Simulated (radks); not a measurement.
Results of a calculation; reference values are marked as such.
Question: These are the eigenvalues of the occupied orbitals of an atom or ion with whole-number occupations (hartree). Level of theory: Dirac Kohn-Sham, PBE, spin-unpolarised, spherical densities, point nucleus (a radial shooting solver on a logarithmic mesh with Libxc functionals).

1s1/2: -65.98228
2s1/2: -5.47466
2p1/2: -3.87627
2p3/2: -3.85246
3s1/2: -0.69918
3p1/2: -0.42909

Which element is it, and in what charge state? The configuration may be excited. Open shells, if any, fill j = l - 1/2 first.

Answer: Z = 14, silicon, charge +1: Si+ in [Ne] 3s2 3p1. The list shows which subshells hold electrons but not how many an open one holds; the 1s level, -65.982 hartree, gives Z - s = 11.5 by -(Z - s)^2/2, which with screening and relativity narrows Z to a few neighbours, and the depths of the outer levels then fix element, charge and occupations together.
